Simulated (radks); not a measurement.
Spherical quantum dot in the effective-mass picture: electrons in a hard-walled sphere of radius 8.37, with a point charge +1 (a donor) at the centre, all in effective atomic units (hartree* = m*/eps^2 hartree, bohr* = eps/m* bohr), one dielectric constant everywhere. Method: non-relativistic Kohn-Sham, LDA (Slater exchange, Perdew-Wang correlation), spin-polarised, spherical densities; computed with a radial shooting solver with Libxc functionals. Levels are named by radial order and angular momentum (1s, 1p, 1d, 2s, ...), and open shells are averaged over m. At N = 17 the configuration is 1s2 1p6 1d(up 5, down 3) 2s(up 1, down 0). Does electron 18 go into 1d down or 1f down or 1f up?

Answer. Into 1d down. The total energies of the other choices lie higher by 0.0701 hartree* (1f up), 0.0810 hartree* (1f down).
